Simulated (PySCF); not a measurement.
## Zn⁺: excitation energy

Zn⁺ [Ar] 3d10 4s1 (2S) → Zn⁺ [Ar] 3d10 4d1 (2D), as a difference of total energies. Calculation: PySCF 2.14, in aug-cc-pVQZ-DK (9s8p6d4f3g2h, 140 functions); the spin-free X2C one-electron Hamiltonian (Gaussian nucleus). Correlated levels: valence: [Ar] frozen. The calculations carry no spin-orbit coupling.

```json
{"method": "UHF", "excitation energy (cm⁻¹)": "91131", "error (cm⁻¹)": "-5809"}
{"method": "LDA", "excitation energy (cm⁻¹)": "102530", "error (cm⁻¹)": "+5588"}
{"method": "PBE", "excitation energy (cm⁻¹)": "98592", "error (cm⁻¹)": "+1652"}
{"method": "PBE0", "excitation energy (cm⁻¹)": "97007", "error (cm⁻¹)": "+66"}
{"method": "r2SCAN", "excitation energy (cm⁻¹)": "98922", "error (cm⁻¹)": "+1981"}
{"method": "B2PLYP", "excitation energy (cm⁻¹)": "98814", "error (cm⁻¹)": "+1874"}
{"method": "MN15", "excitation energy (cm⁻¹)": "99315", "error (cm⁻¹)": "+2375"}
{"method": "BHandHLYP", "excitation energy (cm⁻¹)": "97255", "error (cm⁻¹)": "+314"}
{"method": "MP2 (valence)", "excitation energy (cm⁻¹)": "99068", "error (cm⁻¹)": "+2128"}
{"method": "SCS-MP2 (valence)", "excitation energy (cm⁻¹)": "97840", "error (cm⁻¹)": "+900"}
```

Reference: 96940 cm⁻¹ (measured; NIST levels, between the centres of gravity of the two terms).

The promoted electron is Rydberg-like, and one or two diffuse shells describe it only roughly, which tends to raise the upper state.
